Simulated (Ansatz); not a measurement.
LaN₃H₆⁺, that is La(NH2)3 with one electron fewer. Charge 1, multiplicity 2. Geometry r2SCAN-D4/def2-SVP, that of the neutral singlet.

Cartesian coordinates in Å:
```
La 0.2027 -0.0633 0.3689
N -0.9775 -2.0535 0.2507
H -0.6935 -2.9174 -0.2191
H -1.9309 -2.2327 0.5776
N -0.9824 1.8515 0.9129
H -0.7002 2.8228 0.7555
H -1.9365 1.9115 1.2788
N 2.0305 0.1788 -1.0336
H 2.4952 -0.5482 -1.5844
H 2.4924 1.0504 -1.3072
```

In the def2 sets La takes a core potential; there is no spin–orbit coupling.

Question: Estimate the α-spin orbital energies around the gap (eV) in Ansatz with PBE-D4/def2-TZVP, r2SCAN-D4/def2-TZVP, PBE0-D4/def2-TZVP.

Answer: 
```tsv
orbital	PBE-D4/def2-TZVP	r2SCAN-D4/def2-TZVP	PBE0-D4/def2-TZVP
HOMO−5	-13.08	-13.42	-14.71
HOMO−4	-12.51	-12.85	-14.07
HOMO−3	-12.51	-12.84	-14.07
HOMO−2	-10.93	-11.31	-12.52
HOMO−1	-10.93	-11.31	-12.52
HOMO	-10.64	-11.03	-12.23
LUMO	-6.39	-5.86	-5.58
LUMO+1	-5.23	-4.87	-4.34
LUMO+2	-5.23	-4.87	-4.33
LUMO+3	-4.53	-4.00	-3.79
LUMO+4	-4.44	-4.00	-3.66
LUMO+5	-4.44	-3.95	-3.66
β HOMO	-10.18	-10.17	-10.78
β LUMO	-9.81	-9.76	-9.38
```
